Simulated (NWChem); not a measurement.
Molecule: diphosphane (P₂H₄); SMILES PP

**Question.** Give the equilibrium geometry at PBE0-D3(BJ)/def2-TZVP (NWChem) as a list of bonds and angles, with the point group.

**Answer.** point group C2h; any orientation.
Bonded distances (Å): P1–P2 2.227, P1–H3 1.422, P1–H4 1.422, P2–H5 1.422, P2–H6 1.422. Bond angles (°): P2–P1–H3 93.6, P2–P1–H4 93.6, H3–P1–H4 92.0, P1–P2–H5 93.6, P1–P2–H6 93.6, H5–P2–H6 92.0.
